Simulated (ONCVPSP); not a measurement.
## Reading a pseudo-wave (neodymium)

Columns: radius, all-electron u(r) and pseudo u(r) of the 5p shell (level -22.16 eV) of neodymium in the configuration [Kr] 4d10 4f4 5s2 5p6 6s2; LDA (Perdew-Wang 92), scalar-relativistic, ONCV scheme, ONCVPSP 4.0.1.

| r (bohr) | all-electron | pseudo |
| --- | --- | --- |
| 0.143 | 0.2060 | 0.0207 |
| 0.285 | 0.0717 | 0.0799 |
| 0.428 | -0.3851 | 0.1720 |
| 0.570 | -0.4107 | 0.2858 |
| 0.713 | -0.1390 | 0.4110 |
| 0.855 | 0.2014 | 0.5337 |
| 0.998 | 0.4953 | 0.6442 |
| 1.140 | 0.7007 | 0.7322 |
| 1.283 | 0.8219 | 0.7931 |
| 1.425 | 0.8730 | 0.8241 |
| 1.568 | 0.8735 | 0.8265 |
| 1.710 | 0.8400 | 0.8040 |
| 1.853 | 0.7850 | 0.7615 |
| 1.995 | 0.7191 | 0.7057 |
| 2.138 | 0.6481 | 0.6415 |
| 2.280 | 0.5776 | 0.5748 |
| 2.423 | 0.5095 | 0.5086 |
| 2.565 | 0.4465 | 0.4463 |
| 2.708 | 0.3885 | 0.3885 |
| 2.850 | 0.3368 | 0.3368 |
| 2.992 | 0.2908 | 0.2908 |
| 3.135 | 0.2500 | 0.2500 |
| 3.278 | 0.2143 | 0.2143 |
| 3.420 | 0.1835 | 0.1835 |
| 3.563 | 0.1566 | 0.1566 |
| 3.705 | 0.1336 | 0.1336 |

Task: How many radial nodes do the two functions have?

Result: The all-electron 5p function has n − l − 1 = 3 (the table is too coarse to show those close to the nucleus); the pseudo-wave has 0, since the states of the same l below it are removed with the core.

Task: At about which radius was the pseudo-wave matched?

Result: 2.85 bohr. The columns agree to 0.0005 from 2.56 bohr on; several derivatives are matched, so the curves merge somewhat inside the radius.

Task: Where does each function peak?

Result: Outermost all-electron maximum near 1.57 bohr, pseudo maximum near 1.57 bohr (to the table’s step).

Task: Is the pseudo-wave norm-conserving?

Result: Yes: the ONCV scheme keeps the norm inside the radius equal to the all-electron one, which fixes the energy derivative of the logarithmic derivative at the level.
